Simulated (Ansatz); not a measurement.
Born–Oppenheimer molecular dynamics of Cl₅FMo (7 atoms, charge 0, multiplicity 1). It goes on from the last frame of an earlier run, with new velocities.

These are results of RKS B3LYP/def2-SVP in Ansatz, not measurements.

```yaml
ensemble: NVT, Langevin thermostat
time_step: 2 fs
steps_asked: 100
set_temperature: 1500 K
friction: 0.005 /fs
seed: 250055
```

First frame:

```xyz
7
Properties=species:S:1:pos:R:3
Mo -0.039 -0.011 0.007
Cl 0.048 0.032 2.289
F 1.779 0.072 -0.072
Cl -0.019 2.296 0.037
Cl -2.337 -0.027 -0.004
Cl -0.077 -2.318 0.013
Cl 0.074 0.008 -2.316
```

Problem. What does the run give?

Solution. The run went to its last step.

```
steps done                                               : 100
time covered                                             : 200 fs
mean temperature over the second half                    : 1325 K
spread of the potential energy over the second half      : 59.3 meV per atom
mean potential energy of the second half above the start : 189.9 meV per atom
```

The mean temperature of the second half is 12 % below the set value. A run of 0.2 ps of so small a system gives no equilibrium averages.

Problem. What happens to the structure?

Solution. The same pairs are bonded in the first frame and the last. Pairs count as bonded within 1.25 times the sum of covalent radii (0.12 Å more for H–H). This is one draw of velocities; another would differ in detail.

Problem. How do temperature and energy run in time?

Solution. 
```json
{"time (fs)": "0", "T (K)": "1286", "potential energy less start (eV)": "0.000"}
{"time (fs)": "16", "T (K)": "1350", "potential energy less start (eV)": "0.453"}
{"time (fs)": "32", "T (K)": "1029", "potential energy less start (eV)": "1.098"}
{"time (fs)": "48", "T (K)": "1048", "potential energy less start (eV)": "1.235"}
{"time (fs)": "64", "T (K)": "1853", "potential energy less start (eV)": "1.054"}
{"time (fs)": "80", "T (K)": "2230", "potential energy less start (eV)": "0.867"}
{"time (fs)": "96", "T (K)": "1998", "potential energy less start (eV)": "0.990"}
{"time (fs)": "112", "T (K)": "979", "potential energy less start (eV)": "1.531"}
{"time (fs)": "128", "T (K)": "1070", "potential energy less start (eV)": "1.890"}
{"time (fs)": "144", "T (K)": "1598", "potential energy less start (eV)": "1.114"}
{"time (fs)": "160", "T (K)": "2227", "potential energy less start (eV)": "0.555"}
{"time (fs)": "176", "T (K)": "906", "potential energy less start (eV)": "1.391"}
{"time (fs)": "192", "T (K)": "982", "potential energy less start (eV)": "1.623"}
```

Run time: 5.6 min on 4 threads of Arm Neoverse V2 (shared host), peak memory 0.42 GiB.
